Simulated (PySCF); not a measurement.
C$_{4}$H$_{9}$FSi, singlet, geometry from GFN2-xTB. Base run: PBE/6-31G run with PySCF.

PySCF was given this input:
```python
from pyscf import gto, scf, dft, solvent

mol = gto.M(
    atom='''
C     2.46664021   -0.16478511   -0.42962223
C     1.24869479   -0.18616242   -0.95009137
Si   -0.33788946    0.02064598    0.04511164
C    -1.29059411    1.58853497   -0.44174218
C    -1.42300765   -1.53598480   -0.00354847
F     0.11093650    0.21948288    1.59853528
H     2.62189235   -0.02315553    0.62717503
H     3.35758967   -0.28633937   -1.02713177
H     1.15057399   -0.33193249   -2.01914825
H    -2.16627668    1.72350182    0.18672104
H    -1.62860324    1.54843495   -1.47233563
H    -0.66942129    2.47296153   -0.33295534
H    -2.29949663   -1.42004657    0.62758339
H    -1.76849378   -1.75251706   -1.00939844
H    -0.87613997   -2.40491284    0.35113503
''',
    basis='6-31g',
    verbose=4,
)

mf = dft.RKS(mol)
mf.xc = 'pbe'
mf.kernel()
```

Each row names what was changed in the base input (with any setting that the change needs).

```tsv
change	ΔE vs base (kcal/mol)	dipole (D)	HOMO-LUMO gap (eV)
base	0.000	2.24	5.67
model = IEF-PCM; solvent = toluene; vdw_scale = 1.0	[?]	[?]	5.67
model = IEF-PCM; solvent = toluene	-1.88	2.51	5.67
model = SS(V)PE; solvent = toluene	-1.87	2.50	5.67
model = IEF-PCM; solvent = toluene; lebedev_order = 41	-1.89	2.51	5.67
model = C-PCM; solvent = toluene	[?]	[?]	5.67
model = IEF-PCM; solvent = toluene; vdw_scale = 1.1	-2.59	2.54	5.67
model = IEF-PCM; solvent = toluene; vdw_scale = 1.4	-1.07	2.44	5.67
model = ddCOSMO; solvent = toluene	[?]	2.54	5.67
model = IEF-PCM; solvent = methanol	-3.90	2.85	5.67
model = IEF-PCM; solvent = acetonitrile	-3.92	2.85	5.67
model = COSMO; solvent = toluene	-1.84	2.51	5.67
```

Question: What belongs in the gaps?

Answer: 
- model = IEF-PCM; solvent = toluene; vdw_scale = 1.0, ΔE vs base (kcal/mol): -3.67
- model = IEF-PCM; solvent = toluene; vdw_scale = 1.0, dipole (D): 2.59
- model = C-PCM; solvent = toluene, ΔE vs base (kcal/mol): -2.25
- model = C-PCM; solvent = toluene, dipole (D): 2.57
- model = ddCOSMO; solvent = toluene, ΔE vs base (kcal/mol): -1.66

The base is the gas phase, so ΔE is the electrostatic part of solvation at a fixed geometry, without cavity and dispersion terms.
